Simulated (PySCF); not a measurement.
Distances in Å between the heavy atoms of a computed structure (GFN2-xTB; lower triangle, same order across):
```
C1    0.00
Si2   1.90  0.00
C3    3.18  1.90  0.00
C4    3.19  1.89  3.19  0.00
O5    2.92  1.73  2.92  2.76  0.00
C6    3.40  2.67  3.40  4.02  1.29  0.00
O7    3.35  3.03  3.35  4.72  2.23  1.20  0.00
C8    4.79  4.02  4.79  4.97  2.34  1.56  2.41  0.00
F9    5.61  5.07  5.61  6.22  3.50  2.41  2.70  1.33  0.00
F10   5.60  4.41  4.95  5.05  2.77  2.40  3.32  1.34  2.15  0.00
F11   4.95  4.41  5.60  5.05  2.77  2.39  3.32  1.34  2.16  2.16  0.00
```

Hydrogens: 3 on C1, 3 on C3, 3 on C4.

Neutral, closed shell.

Problem. Which heavy atoms are bonded, and with what formal order?

Solution. C1–Si2 (single); Si2–C3 (single); Si2–C4 (single); Si2–O5 (single); O5–C6 (single); C6–O7 (double); C6–C8 (single); C8–F9 (single); C8–F10 (single); C8–F11 (single).

Problem. Write the SMILES.

Solution. `C[Si](C)(C)OC(=O)C(F)(F)F`, C5H9F3O2Si, CF3COOSiMe3. Among its features: CF3 group, C–F bond and C–Si bond.

Problem. Classify the heavy atoms.

Solution. C1/C3/C4: Si-methyl carbon; Si2: oxygen-bound silicon; O5: oxygen singly bound to a carbonyl carbon; C6: carbonyl carbon; O7: carbonyl oxygen; C8: CF3 carbon; F9/F10/F11: fluorine of a CF3 group.

The values belong to the conformer `[CH3:1][Si:2]([CH3:3])([CH3:4])[O:5][C:6](=[O:7])[C:8]([F:9])([F:10])[F:11]`: C1–Si2–O5–C6 61°, Si2–O5–C6–O7 0°, O5–C6–C8–F9 180°.
